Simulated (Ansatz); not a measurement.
Species: C6H13O, net charge 0, doublet state. It need not be the lowest isomer of its formula. SMILES: C(CO)CCC[CH2]
Coordinates optimised at B3LYP-D3(BJ)/def2-TZVP (Ansatz, a first-principles code):
```xyz
20

C      3.8470    -0.1104     0.1999
C      2.5204    -0.7599     0.0576
C      1.3458     0.2204     0.0742
C     -0.0128    -0.4650    -0.0375
C     -1.1847     0.5132    -0.0154
C     -2.5340    -0.1791    -0.1378
O     -3.6347     0.7208    -0.0581
H      3.9456     0.8373     0.7130
H      4.7533    -0.6224    -0.0928
H      2.4923    -1.3550    -0.8632
H      2.3724    -1.4935     0.8686
H      1.4639     0.9352    -0.7461
H      1.3824     0.8064     0.9986
H     -0.1242    -1.1816     0.7837
H     -0.0453    -1.0537    -0.9611
H     -1.1722     1.0942     0.9113
H     -1.0745     1.2311    -0.8374
H     -2.6732    -0.8801     0.6875
H     -2.5747    -0.7598    -1.0690
H     -3.5578     1.3603    -0.7744
```
Charge 0, spin multiplicity 2.

Computed values are from Ansatz. Valence correlation only, unless marked. UHF or UKS for open shells. Spin-orbit coupling is left out. No relativistic terms. CBS(X,Y): correlation extrapolated as X^-3; Hartree-Fock from the larger set. [CCSD(T)-MP2]/basis is that difference in the basis named.

The atomisation energy De is 7859.9 kJ/mol at RI-MP2/CBS(cc-pVTZ,cc-pVQZ)+[CCSD(T)-MP2]/cc-pVTZ and the total energy is -311.2455 Eh at RI-MP2/CBS(cc-pVTZ,cc-pVQZ)+[CCSD(T)-MP2]/cc-pVTZ. The dipole moment comes out as 1.56 D at CCSD(T)/aug-cc-pVDZ and the T1 diagnostic is 0.010 at CCSD/cc-pVTZ.
